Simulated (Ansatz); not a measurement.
C3H10OSi can be A, `C[SiH](C)CO`, or B, `CC(C)O[SiH3]`.

Gas-phase electronic energies from Ansatz, PBE0-D4/def2-TZVP geometries. CBS: MP2 limit from def2 TZ/QZ plus the TZ coupled-cluster correction, frozen cores. DFT in def2-TZVPP. B3LYP here is the variant with VWN-RPA as its local correlation; programs differ in this. Each species was taken in one conformer, which may not be the lowest.

(1) Which is lower in electronic energy at CCSD(T)/CBS, and by how much? (Best estimate.)

(2) Give E(B) − E(A) in kcal/mol with B2PLYP, PBE-D4, CCSD(T)/def2-TZVPP, HF/def2-TZVPP, r2SCAN-D4, B3LYP, ωB97M-V. (Estimate.)

Largest T1 diagnostic: 0.010.

Answers

(1) The calculation gave: B, by 12.0 kcal/mol.

(2) Ansatz gave: B2PLYP -12.6, PBE-D4 -7.9, CCSD(T)/def2-TZVPP -12.7, HF/def2-TZVPP -18.2, r2SCAN-D4 -10.3, B3LYP -11.9, ωB97M-V -10.8. None reverses the order clearly.

From PBE to PBE0 (25 % exact exchange), in def2-TZVPP and without D4, E(B) − E(A) moves by −1.4 kcal/mol. In def2-TZVPP, CCSD(T) changes the Hartree–Fock value by +5.5 kcal/mol (the triples alone add +0.6 kcal/mol) and MP2 by +5.5 kcal/mol.
